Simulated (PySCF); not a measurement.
```xyz
5
charge 0 multiplicity 1, angstrom
Mo    0.0000    0.0000   -0.2803
O     0.0000    1.3574   -1.2878
O     0.0000   -1.3574   -1.2878
Cl    1.8703    0.0000    0.9814
Cl   -1.8703    0.0000    0.9814
```

Computed with PySCF, PBE, basis Mo def2-TZVP with ECP28, O def2-TZVP, Cl def2-TZVP (scalar-relativistic core potentials, no spin–orbit coupling, density fitting).

This geometry of MoO₂Cl₂ is a stationary point at this level.

Task: What is the point group?

Result: C2v.

Task: Is it a minimum?

Result: Yes: all harmonic wavenumbers are real.

Task: What are the dipole moment and the gap between the highest occupied and lowest empty levels?

Result: 1.31 D and 3.70 eV.

Task: Give the atomic charges and bond orders.

Result: 
```csv
atom,Mulliken,Löwdin,polar tensor,Mayer order to Mo1
Mo1,1.43,0.15,1.92,–
"O2,3",-0.43,-0.20,-0.55,1.95
"Cl4,5",-0.28,0.13,-0.41,1.02
```

Task: What is the atomisation energy, with and without zero-point energy?

Result: 2185 kJ/mol without, 2162 kJ/mol with.

Only a few start shapes were tried, so a lower isomer may exist.
